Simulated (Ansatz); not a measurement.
`COB(C)[SiH3]` + NH₃ → `CB(N)[SiH3]` + CH₃OH at 400 K and 1 bar (ligand exchange at a B–O bond).

Computed with Ansatz on PBE0-D4/def2-TZVP structures; ΔE is electronic, products minus reactants. CBS: MP2 limit from def2 TZ/QZ plus the TZ coupled-cluster correction, frozen cores. This one scheme is used for every species. Each species was taken in one conformer, which may not be the lowest.

```tsv
species	CCSD(T)/CBS energy (Eh)	H − E (kJ/mol)	S (J/(mol·K))
`COB(C)[SiH3]`	-470.59637	322.4	417.3
NH₃	-56.50880	104.2	203.1
`CB(N)[SiH3]`	-411.48616	277.1	371.7
CH₃OH	-115.61712	151.2	252.6
```

H − E and S are ideal-gas, rigid-rotor, harmonic terms from PBE0-D4/def2-TZVP, for one conformer and one mirror image of each species. 1 Eh = 2625.50 kJ/mol, R = 8.31446 J/(mol·K).

Problem. By hand: ΔE, ΔH, ΔS and ΔG.

Solution. ΔE = (-411.48616) + (-115.61712) − (-470.59637) − (-56.50880) = 0.00189 Eh = 5.0 kJ/mol. Δ(H − E) = 277.1 + 151.2 − 322.4 − 104.2 = 1.7, so ΔH = 6.7 kJ/mol. ΔS = 371.7 + 252.6 − 417.3 − 203.1 = 3.9 J/(mol·K). ΔG = 6.7 − 400 × (3.9)/1000 = 5.1 kJ/mol.

Problem. By hand: the equilibrium constant, and the temperature at which ΔG would vanish if ΔH and ΔS stayed fixed.

Solution. log₁₀ K = −ΔG/(RT ln 10) = -0.7. ΔG = 0 at ΔH/ΔS = 1718 K, though so small a ΔH makes that figure unsure.

The number of gas molecules stays the same, so ΔS is small and ΔH decides. The sign of ΔG lies within the doubt. A doubt of 5 kJ/mol in ΔE shifts log₁₀ K by 0.7 here. Other conformers and mirror images would add mixing entropy, several J/(mol·K) or more a flexible species. Modes under 60 cm⁻¹, often nearly free rotors, make the harmonic entropy too high. These are equilibria of isolated gas molecules and say nothing of rates. Largest T1 diagnostic: 0.014 (customary marks: 0.02 for closed shells, 0.045 for open ones).
